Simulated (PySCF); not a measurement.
C3H6FNSi, SMILES C#C[C@H](N)[SiH2]F.

Geometry: PBE0-D3(BJ)/def2-SVP. The structure was generated by enumeration; whether it is a known compound was not checked. One conformer was computed; it need not be the lowest.

The numbers are results of PBE0-D3(BJ)/def2-SVP (PySCF 2.14.0), not measurements.

Frequencies are harmonic and unscaled.

Computed vibrational spectrum:
| mode | ν (cm⁻¹) | IR (km/mol) | moving atoms (share of kinetic energy) |
|---|---|---|---|
| 1 | 79 | 2.0 | F 41 %, H 17 %, Si 17 %, C 16 %, N 9 % |
| 2 | 91 | 0.8 | C 40 %, F 22 %, H 15 %, Si 15 %, N 8 % |
| 3 | 180 | 5.4 | N 33 %, F 25 %, C 17 %, H 15 %, Si 9 % |
| 4 | 218 | 9.7 | C 42 %, H 40 %, N 12 % |
| 5 | 256 | 39.7 | H 72 %, N 9 %, C 9 % |
| 6 | 309 | 15.2 | H 32 %, C 26 %, Si 17 %, F 15 %, N 10 % |
| 7 | 437 | 10.7 | C 76 %, H 13 %, Si 8 % |
| 8 | 504 | 23.2 | C 45 %, H 35 %, Si 14 % |
| 9 | 612 | 9.0 | H 33 %, C 31 %, N 22 %, Si 13 % |
| 10 | 663 | 43.2 | H 77 %, C 22 % |
| 11 | 726 | 60.1 | H 77 %, C 10 %, Si 8 % |
| 12 | 728 | 6.1 | H 78 %, C 20 % |
| 13 | 755 | 45.7 | H 50 %, C 36 %, Si 10 % |
| 14 | 851 | 29.5 | F 46 %, H 37 %, Si 16 % |
| 15 | 881 | 255.8 | H 71 %, N 18 %, C 8 % |
| 16 | 904 | 197.6 | H 53 %, Si 18 %, C 18 %, F 10 % |
| 17 | 945 | 42.1 | H 62 %, C 28 % |
| 18 | 957 | 93.6 | H 66 %, C 16 %, Si 13 % |
| 19 | 1122 | 11.2 | H 42 %, C 39 %, N 18 % |
| 20 | 1173 | 17.6 | H 66 %, C 29 % |
| 21 | 1185 | 2.5 | H 63 %, C 30 % |
| 22 | 1373 | 1.8 | H 70 %, C 23 % |
| 23 | 1627 | 31.7 | H 92 % |
| 24 | 2232 | 8.7 | C 88 %, H 12 % |
| 25 | 2257 | 73.7 | H 95 % |
| 26 | 2270 | 135.3 | H 95 % |
| 27 | 3049 | 3.9 | H 92 % |
| 28 | 3489 | 83.5 | H 86 %, C 14 % |
| 29 | 3529 | 3.5 | H 96 % |
| 30 | 3621 | 8.3 | H 92 %, N 8 % |
